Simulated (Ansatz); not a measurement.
One change: `BOBF` becomes `FB[O][InH2]`.

Ansatz, PBE0-D4/def2-TZVP geometries, multiplicity 1. Each molecule was computed in one conformer, which needn't be the lowest.

Elements past krypton have def2 core potentials.

```
                                        property  `BOBF`
           HOMO–LUMO gap (B3LYP/def2-TZVPP) / eV    7.32
            HOMO–LUMO gap (PBE0/def2-TZVPP) / eV    7.76
  zero-point energy (PBE0-D4/def2-TZVP) / kJ/mol   109.2
              HOMO energy (PBE0/def2-TZVPP) / eV   -9.06
           LUMO energy (ωB97M-V/def2-TZVPP) / eV    0.70
size of the dipole moment (B3LYP/def2-TZVPP) / D    1.15
```

**Question.** Give the same properties after the change, and the shifts. (An estimate is asked.)

**Answer.** The calculation gave: 
```json
{"property": "HOMO–LUMO gap (B3LYP/def2-TZVPP) / eV", "`FB[O][InH2]`": "6.61", "shift": "-0.71"}
{"property": "HOMO–LUMO gap (PBE0/def2-TZVPP) / eV", "`FB[O][InH2]`": "7.12", "shift": "-0.64"}
{"property": "zero-point energy (PBE0-D4/def2-TZVP) / kJ/mol", "`FB[O][InH2]`": "83.5", "shift": "-25.7"}
{"property": "HOMO energy (PBE0/def2-TZVPP) / eV", "`FB[O][InH2]`": "-8.77", "shift": "0.29"}
{"property": "LUMO energy (ωB97M-V/def2-TZVPP) / eV", "`FB[O][InH2]`": "-0.19", "shift": "-0.89"}
{"property": "size of the dipole moment (B3LYP/def2-TZVPP) / D", "`FB[O][InH2]`": "2.29", "shift": "1.14"}
```

With PBE0 the HOMO rises by 0.29 eV and the LUMO falls by 0.35 eV, so the gap narrows by about 0.64 eV. PBE moves the HOMO by 0.20 eV and ωB97M-V by 0.44 eV. Dipoles are sizes alone; their direction can turn.

B3LYP here is the variant with VWN-RPA as its local correlation; programs differ in this.
